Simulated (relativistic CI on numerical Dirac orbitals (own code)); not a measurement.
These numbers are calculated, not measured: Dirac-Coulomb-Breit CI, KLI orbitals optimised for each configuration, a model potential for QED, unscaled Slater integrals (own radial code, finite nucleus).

The strongest absorption lines from the ground level of an ion, among the configurations computed and to levels below about 281 eV (vacuum wavelength in Å, gf): 61.270 (0.051), 61.527 (0.032), 83.370 (0.11), 84.289 (0.075), 374.51 (1.1), 423.95 (0.46).

Question: Which ion is it?
A. Mo¹¹⁺
B. Mo¹³⁺
C. Ru¹⁵⁺
D. Sr⁹⁺

Answer: B. Mo¹³⁺ has 29 electrons and the ground level 3d¹⁰4s ²S1/2; the strongest line goes to 3d¹⁰4p ²P°3/2. The pattern of lines fixes the number of electrons, and along that sequence the line energies rise steadily with the charge (about as its square where n changes within one kind of shell, about linearly where n is kept but much faster in heavy ions where fine structure, which grows about as Z⁴, sets the gap, and irregularly where shells cross), which fixes Z. Configurations outside the model, such as inner-shell arrays, can give stronger lines. At this charge energies of transitions that change n are usually good to better than 1 %, and those within a shell (Δn = 0) to a few per cent.

LS names give the leading component of a level, which can be under half, so a name can repeat, a term be missing and a line seem to break the LS rules.
